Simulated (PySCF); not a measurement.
Bonds (- single, = double, # triple, : aromatic): C1-C2, C2-C3, C3-C4, C4-C5, C5-Si6, C5-C7, C7=O8, C7-F9, C5-C2. C1 carries H10, H11, H12; C2 carries H13; C3 carries H14, H15; C4 carries H16, H17; Si6 carries H18, H19, H20. Stereochemistry as in C[C@@H]1CC[C@@]1([SiH3])C(=O)F. H15, H16 are cis to C1 on the ring; H14, H17 are trans to C1 on the ring.

Theoretical values (PySCF 2.14): GFN2-xTB structure, NMR shieldings at PBE0/pcSseg-1/GIAO. Non-relativistic, in vacuum, one computed conformer, averaged over atoms made equivalent by symmetry, fast rotation or ring inversion.

Q: Predict the 2D correlation tables (HSQC, COSY, HMBC).

A: 

HSQC (one-bond C–H):
```
                δH         δC
        2.89 (H13)  37.8 (C2)
        2.63 (H17)  27.4 (C4)
        2.13 (H14)  25.1 (C3)
        2.00 (H16)  27.4 (C4)
        1.67 (H15)  25.1 (C3)
1.34 (H10/H11/H12)  21.4 (C1)
```

COSY cross peaks (H two or three bonds apart, from the bond graph; peaks can be absent where the dihedral angle is near 90°):
```
        δH                  δH
2.89 (H13)          2.13 (H14)
2.89 (H13)          1.67 (H15)
2.89 (H13)  1.34 (H10/H11/H12)
2.63 (H17)          2.13 (H14)
2.63 (H17)          2.00 (H16)
2.63 (H17)          1.67 (H15)
2.13 (H14)          2.00 (H16)
2.13 (H14)          1.67 (H15)
2.00 (H16)          1.67 (H15)
```

HMBC (two and three bonds, from the bond graph):
```
                δH                                                      δC
4.10 (H18/H19/H20)             177.4 (C7), 37.8 (C2), 36.5 (C5), 27.4 (C4)
        2.89 (H13)  177.4 (C7), 36.5 (C5), 27.4 (C4), 25.1 (C3), 21.4 (C1)
        2.63 (H17)             177.4 (C7), 37.8 (C2), 36.5 (C5), 25.1 (C3)
        2.13 (H14)              37.8 (C2), 36.5 (C5), 27.4 (C4), 21.4 (C1)
        2.00 (H16)             177.4 (C7), 37.8 (C2), 36.5 (C5), 25.1 (C3)
        1.67 (H15)              37.8 (C2), 36.5 (C5), 27.4 (C4), 21.4 (C1)
1.34 (H10/H11/H12)                         37.8 (C2), 36.5 (C5), 25.1 (C3)
```

Scale: ¹H and ¹³C vs TMS (reference shieldings calculated alike).

Short H···H contacts in this conformer between protons four or more bonds apart (candidates for NOE cross peaks, intensity ∝ r⁻⁶): H10···H15 2.53 Å, H10···H18 2.55 Å.

Shifts are as computed. Against solution values, carbons near 30 ppm lie about +3 ppm off and those near 130 ppm about +5 ppm. Of 1211 compounds with measured shifts, 218 miss one by over three times the rms of a fit or turn the order of signals round; such compounds aren't used in these exercises.
